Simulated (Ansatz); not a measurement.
Geometry optimisation, RKS PBE/def2-SVP (Ansatz 0.2.0).

Input file:

```yaml
crystal:
  periodic: [false, false, false]
  atoms:
    - { symbol: Hf, position_ang: [0.0, 0.0, 0.0] }
    - { symbol: F, position_ang: [0.0, 0.0, 2.33] }
    - { symbol: "N", position_ang: [2.084, 0.0, -0.7359] }
    - { symbol: H, position_ang: [2.5823, -0.918, -0.9166] }
    - { symbol: H, position_ang: [2.5853, 0.918, -0.9082] }
    - { symbol: "N", position_ang: [-1.0409, 1.8034, -0.7359] }
    - { symbol: H, position_ang: [-2.061, 1.7482, -1.0186] }
    - { symbol: H, position_ang: [-0.5204, 2.7241, -0.8065] }
    - { symbol: "N", position_ang: [-1.0409, -1.8034, -0.7359] }
    - { symbol: H, position_ang: [-1.5759, -2.4197, -0.0595] }
    - { symbol: H, position_ang: [-1.0055, -2.0526, -1.7656] }
    - { symbol: Br, position_ang: [-2.847, 0.0, 0.946] }
    - { symbol: H, position_ang: [-1.2875, 0.0, 2.203] }
basis:
  gaussian: { orbitals: def2-SVP }
hamiltonian:
  xc: pbe
relax:
  f_tol: 0.15
  max_steps: 25
  restrain:
    - { distance: [0, 11], at: 3.9, k: 30.0 }
    - { distance: [12, 1], at: 2.12, k: 30.0 }
    - { distance: [0, 1], at: 1.98, k: 30.0 }
    - { distance: [12, 11], at: 1.55, k: 30.0 }
output:
  orbitals: {}
```

Run as:

```bash
$ ansatz run input.yaml --threads 4 --pin off --max-ram 5120MiB --backend cpu --events-out ev --progress --plain --runs-dir out
```

Question: Where does it end, and by what steps?

Answer: The run converged. The restraints hold the end off the free minimum; the threshold counts their pulls, which the force column leaves out. Restrained pairs: Hf1–Br12 (3.00 → 3.90 Å), F2–H13 (1.29 → 2.11 Å), Hf1–F2 (2.33 → 1.98 Å), Br12–H13 (2.00 → 1.51 Å). After 14 steps the energy has fallen by 2.644 eV (the restraints' own energy left out); Br12 moved furthest, 1.11 Å.

| step | energy less start (eV) | largest force component (eV/Å) | accepted |
| --- | --- | --- | --- |
| 0 | 0.0000 | 2.097 | yes |
| 1 | -0.1934 | 3.941 | yes |
| 2 | -0.6543 | 5.463 | yes |
| 3 | -1.5090 | 4.930 | yes |
| 4 | -2.3007 | 1.439 | yes |
| 5 | -2.4565 | 1.187 | yes |
| 6 | -2.5033 | 1.139 | yes |
| 7 | -2.5381 | 1.103 | yes |
| 8 | -2.5770 | 1.081 | yes |
| 9 | -2.6160 | 1.129 | yes |
| 10 | -2.6323 | 1.123 | yes |
| 11 | -2.6367 | 1.122 | yes |
| 12 | -2.6384 | 1.106 | yes |
| 13 | -2.6429 | 1.106 | yes |
| 14 | -2.6439 | 1.103 | yes |

```xyz
13
Properties=species:S:1:pos:R:3
Hf 0.070 0.044 -0.056
F 0.117 0.068 1.921
N 1.973 -0.040 -0.795
H 2.727 -0.630 -0.421
H 2.367 0.553 -1.533
N -0.757 1.736 -0.854
H -1.495 1.792 -1.564
H -0.608 2.681 -0.480
N -0.914 -1.571 -0.826
H -1.835 -1.870 -0.476
H -0.590 -2.255 -1.517
Br -3.279 -0.353 1.905
H -1.904 -0.156 2.493
```

Time of the run: 46 s on 4 threads of Arm Neoverse V1, on a shared host, peak memory 0.24 GiB.
